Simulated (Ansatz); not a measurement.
Consider the ligand exchange at a Te–C bond: `CC[TeH]` + `N[AsH2]` → `N[AsH][TeH]` + `CC`.

Program: Ansatz. Geometries: PBE0-D4/def2-TZVP. ΔE: electronic, gas phase. CBS: MP2 limit from def2 TZ/QZ plus the TZ coupled-cluster correction, frozen cores. This one scheme is used for every species. DFT in def2-TZVPP. Elements past krypton have def2 core potentials. For As, Te outer-core shells are correlated without core-valence functions, which leaves a few kJ/mol of doubt a bond. Scalar relativity is left out up to krypton. One conformer a species, not always the lowest.

| level | ΔE (kJ/mol) |
| --- | --- |
| r2SCANh-D4 | -112.4 |
| ωB97M-V | -103.6 |
| revPBE | -114.7 |
| r2SCAN | -112.9 |
| PBE0 | -111.4 |
| CCSD/def2-SVP | -105.1 |
| HF/def2-TZVPP | -104.7 |
| SCS-MP2/def2-TZVPP | -96.8 |

(1) What does CCSD(T)/CBS give? (An estimate is asked.)

Largest T1 diagnostic among the species: 0.012.

Answers

(1) Ansatz gave: -101.1 kJ/mol. The listed levels differ from it by -11.3, -2.5, -13.6, -11.8, -10.3, -4.0, -3.6, 4.3 kJ/mol.

In def2-TZVPP, CCSD(T) changes the Hartree–Fock value by +8.8 kJ/mol (the triples alone add −0.7 kJ/mol) and MP2 by +5.1 kJ/mol. At CCSD(T), def2-SVP lies −4.4 kJ/mol from the extrapolated value and def2-TZVPP +5.2 kJ/mol.
